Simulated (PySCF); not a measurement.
Nb(Cl)5, SMILES [Cl][Nb]([Cl])([Cl])([Cl])[Cl], B3LYP/def2-SVP optimised geometry. Atoms within 1.6 Å of the plane z = 1.0 Å (x, y, z in Å): Nb1 (-1.14, 0.00, 0.00), Cl2 (1.15, 0.00, 0.00), Cl3 (-1.15, -2.34, 0.00), Cl4 (-1.15, 2.34, 0.00), Cl6 (-2.29, 0.00, 1.98).

Level of theory: B3LYP/def2-TZVP, def2 effective core potentials past Kr (PySCF 2.14.0). The core electrons that the potentials of Nb replace are not part of the density.

Map of the electrostatic potential (hartree/e), clipped to [-0.08, 0.12] on the plane z = 1.0 Å:

```
|                           |
|                           |
|                           |
|        .::.               |
|       .-**=:              |
|       :#@@@=.             |
|      .=@@@@+.             |
|      .=@@@@+:.            |
|    ..:=#@@@+-..           |
|   ..:=*@@@@#+-:...        |
|  ..-+%@@@@@@%+=--:..      |
| ..:+@@@@@@@@@%%@%+-..     |
| ..-#@@@@@@@@@@@@@@=:.     |
| ..-%@@@@@@@@@@@@@@+:..    |
| ..-#@@@@@@@@@@@@@@=:.     |
| ..:+@@@@@@@@@%%@%+-..     |
|  ..-+%@@@@@@%+=--:..      |
|   ..:=*@@@@#+-:...        |
|    ..:=#@@@+-..           |
|      .=@@@@+:.            |
|      .=@@@@+.             |
|       :#@@@=.             |
|       .-**=:              |
|        .::.               |
|                           |
|                           |
|                           |
```
Scale: ten equal steps from -0.005 (start of ' ') to 0.120 (end of '@'), in the order ' .:-=+*#%@'; x runs from -4.50 to 4.50, y from -4.50 (bottom) to 4.50 (top).
